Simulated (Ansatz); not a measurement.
One change: `NB(F)[SeH]` becomes `FB(Cl)[SeH]`.

Ansatz, PBE0-D4/def2-TZVP geometries, multiplicity 1. Each molecule was computed in one conformer, which needn't be the lowest.

Scalar relativity is left out up to krypton. Spin–orbit coupling is left out; it splits and shifts lone-pair levels of the heavy atoms by tenths of an eV.

```
                                                                                  property  `NB(F)[SeH]`
                                                       HOMO–LUMO gap (PBE/def2-TZVPP) / eV          5.14
                                                         LUMO energy (PBE/def2-TZVPP) / eV         -0.68
                                                       HOMO energy (B3LYP/def2-TZVPP) / eV         -6.75
                                                       LUMO energy (B3LYP/def2-TZVPP) / eV         -0.13
                                            size of the dipole moment (PBE/def2-TZVPP) / D          2.00
ideal-gas entropy at 298 K and 1 bar (rigid rotor, harmonic PBE0-D4/def2-TZVP) / J/(mol·K)           314
```

Task: Give the same properties after the change, and the shifts. (Best estimate.)

Result: The calculation gave: 
```tsv
property	`FB(Cl)[SeH]`	shift
HOMO–LUMO gap (PBE/def2-TZVPP) / eV	4.96	-0.18
LUMO energy (PBE/def2-TZVPP) / eV	-1.73	-1.05
HOMO energy (B3LYP/def2-TZVPP) / eV	-7.60	-0.85
LUMO energy (B3LYP/def2-TZVPP) / eV	-0.99	-0.86
size of the dipole moment (PBE/def2-TZVPP) / D	1.13	-0.87
ideal-gas entropy at 298 K and 1 bar (rigid rotor, harmonic PBE0-D4/def2-TZVP) / J/(mol·K)	313	-1
```

With PBE0 the HOMO falls by 0.86 eV and the LUMO falls by 0.99 eV, so the gap narrows by about 0.13 eV. PBE moves the HOMO by -0.88 eV and ωB97M-V by -0.82 eV. The zero-point energy changes by -67.3 kJ/mol with -6 modes. Dipoles are sizes alone; their direction can turn.

B3LYP here is the variant with VWN-RPA as its local correlation; programs differ in this.
